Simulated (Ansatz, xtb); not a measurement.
**C4H5NO3S: which of two isomers lies lower**

Structure I is `O=S(=O)(O)c1cc[nH]c1`, a singlet and structure II is `O=S(=O)(O)c1ccc[nH]1`, a singlet. Both are isolated molecules in the gas phase, relaxed with PBE0-D3(BJ)/def2-SVP; the shapes shown needn't be the lowest conformers.

I (Å):

```xyz
14

C    -0.9570    0.3011   -0.2561
C    -2.3514    0.2057    0.0049
C    -2.8559   -0.6561   -0.9396
C    -0.6568   -0.4955   -1.3444
N    -1.8215   -1.0662   -1.7416
O    -0.3932    2.5022    1.0087
O     1.4697    1.1896   -0.1257
O     0.4231    0.4285    1.9864
S     0.2129    1.2571    0.6028
H     1.1235   -0.2223    1.8303
H    -2.9010    0.7219    0.7878
H    -3.8725   -1.0042   -1.1073
H    -1.9156   -1.6903   -2.5315
H     0.2928   -0.6619   -1.8463
```

II (Å):

```xyz
14

C    -1.4569    0.4783   -0.0627
C    -1.4423   -0.8836    0.1763
C    -0.2895   -1.1368    0.9554
C     0.3501    0.0755    1.1581
N    -0.3634    1.0427    0.5297
O    -2.4031    2.8152   -0.5173
O    -3.8222    0.7665   -1.0877
O    -1.9028    1.4669   -2.4780
S    -2.5507    1.4548   -0.9890
H    -2.2872    0.7270   -2.9726
H    -2.1919   -1.5933   -0.1658
H     0.0376   -2.1005    1.3398
H     1.2540    0.3130    1.7145
H    -0.1866    2.0405    0.5331
```

Quicker runs give these differences E(II) − E(I): GFN2-xTB −2.49 kJ/mol; HF/STO-3G +15.60 kJ/mol (at GFN2-xTB geometries); r2SCAN-D4/def2-SVP +2.58 kJ/mol (at GFN2-xTB geometries).

Which of the two would you expect CCSD(T)/def2-SVP + ΔMP2/def2-TZVPP electronic energies to favour?

Too close to call at this level: CCSD(T)/def2-SVP + ΔMP2/def2-TZVPP gives E(II) − E(I) = +3.91 kJ/mol.

How the difference moves with the method:

| level | geometry | E(II) − E(I) (kJ/mol) | departure from the last row (kJ/mol) | job, with rough time for the two |
| --- | --- | --- | --- | --- |
| GFN2-xTB | GFN2-xTB | −2.49 | −6.41 | optimisation, 0.38 s |
| HF/STO-3G | GFN2-xTB | +15.60 | +11.69 | single point, 0.7 s |
| r2SCAN-D4/def2-SVP | GFN2-xTB | +2.58 | −1.33 | single point, 3.9 s |
| PBE0-D3(BJ)/def2-SVP | PBE0-D3(BJ)/def2-SVP | +3.01 | −0.91 | optimisation, 89 s |
| HF/def2-SVP | PBE0-D3(BJ)/def2-SVP | +11.16 | +7.24 | part of the CCSD(T) run |
| MP2/def2-SVP | PBE0-D3(BJ)/def2-SVP | +2.78 | −1.13 | part of the CCSD(T) run |
| CCSD(T)/def2-SVP | PBE0-D3(BJ)/def2-SVP | +5.36 | +1.45 | single point |
| CCSD(T)/def2-SVP + ΔMP2/def2-TZVPP | PBE0-D3(BJ)/def2-SVP | +3.91 |  | single point, 1.7 min |

As drawn, both hold the same kinds of bond in the same numbers.

The largest departure from CCSD(T)/def2-SVP + ΔMP2/def2-TZVPP is that of HF/STO-3G, 11.69 kJ/mol. The last row adds to CCSD(T) the change of the MP2 difference between the two basis sets, here −1.45 kJ/mol.

With thermal terms from frequencies at re-optimised GFN2-xTB minima (ideal gas, soft modes damped towards free rotors, one conformer each, 298.15 K, 1 atm): the zero-point term adds +0.48 kJ/mol; ΔH is +3.97 and ΔG +5.01 kJ/mol.

The correlated steps freeze 13 core orbitals. Codes used: Ansatz 0.2.0, xtb 6.7.1; the last row on 4 threads of Intel(R) Xeon(R) Platinum 8259CL CPU @ 2.50GHz (Skylake/Cascade Lake) on a shared host.
